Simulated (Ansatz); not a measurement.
One change: `NB(F)O[SiH3]` becomes `NB(F)[O][GeH3]`.

Ansatz, PBE0-D4/def2-TZVP geometries, multiplicity 1. Each molecule was computed in one conformer, which needn't be the lowest.

Scalar relativity is left out up to krypton.

```csv
property,`NB(F)O[SiH3]`
LUMO energy (PBE/def2-TZVPP) / eV,-0.78
size of the dipole moment (ωB97M-V/def2-TZVPP) / D,2.56
LUMO energy (ωB97M-V/def2-TZVPP) / eV,1.64
HOMO energy (PBE/def2-TZVPP) / eV,-6.69
HOMO energy (PBE0/def2-TZVPP) / eV,-8.18
HOMO–LUMO gap (B3LYP/def2-TZVPP) / eV,7.75
```

**Question.** What does the change do to each property? (Estimate.)

**Answer.** Ansatz gave: 
```
                                          property  `NB(F)[O][GeH3]`  shift
                 LUMO energy (PBE/def2-TZVPP) / eV             -0.61   0.17
size of the dipole moment (ωB97M-V/def2-TZVPP) / D              0.80  -1.76
             LUMO energy (ωB97M-V/def2-TZVPP) / eV              1.84   0.20
                 HOMO energy (PBE/def2-TZVPP) / eV             -6.34   0.35
                HOMO energy (PBE0/def2-TZVPP) / eV             -7.81   0.37
             HOMO–LUMO gap (B3LYP/def2-TZVPP) / eV              7.53  -0.22
```

With PBE0 the HOMO rises by 0.37 eV and the LUMO rises by 0.17 eV, so the gap narrows by about 0.20 eV. PBE moves the HOMO by 0.35 eV and ωB97M-V by 0.40 eV. Dipoles are sizes alone; their direction can turn.

Positive LUMOs are unbound, so they and the gaps depend on the basis.

B3LYP here is the variant with VWN-RPA as its local correlation; programs differ in this.
